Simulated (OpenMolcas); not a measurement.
# Cu+: effect of the basis set

| Quantity | Value |
| --- | --- |
| Program | OpenMolcas 26.06 |
| Method | CASSCF |
| Active space | 10 electrons in 6 orbitals (3d 4s) |
| State averaging | 2S+1 = 1 even, 5 roots; 2S+1 = 3 even, 5 roots kept (CI in the orbitals of an earlier block) |
| Spin-orbit coupling | state interaction with AMFI integrals over the reference wave functions, term energies averaged over their components |

A. ANO-RCC-VDZP [5s4p2d1f], DKH2, point nucleus; cost of the order of 18 core-seconds
B. ANO-L-VTZP [6s5p3d2f1g], non-relativistic, point nucleus; cost about 16 core-seconds
C. ANO-RCC-VTZP [6s5p3d2f1g], DKH2, point nucleus; cost roughly 9 core-seconds
D. ANO-R2 [6s4p4d2f1g], X2C, finite nucleus; cost of the order of 14 core-seconds
E. ANO-RCC-VQZP [7s6p4d3f2g1h], DKH2, point nucleus; cost roughly 9 core-seconds
F. ANO-R3 [7s5p5d3f2g1h], X2C, finite nucleus; cost about 15 core-seconds

Energies in cm⁻¹ above 3d⁹ 4s ³D₃.

```csv
Level,A,B,C,D,E,F
3d⁹ 4s ³D₃,0.0,0.0,0.0,0.0,0.0,0.0
3d⁹ 4s ³D₂,978,926,928,946,937,946
3d⁹ 4s ³D₁,2090,2062,2033,2049,2055,2045
3d⁹ 4s ¹D₂,5049,4517,4615,4785,4657,4803
```

Among A to F the level of the table that moves most is 3d⁹ 4s ¹D₂, by 530 cm-1 (lowest in B, highest in A).

Without dynamic correlation excited terms often stand tens of per cent too high (terms of higher spin than the ground term too low), and those without a measured partner can miss by more than the paired ones. Terms from blocks run as CI alone lack orbitals of their own. The lowest computed level is not the ground level that NIST lists (1S0). No level of 3d¹⁰ was computed, though it lies in the active space. Only configurations of the active space appear.
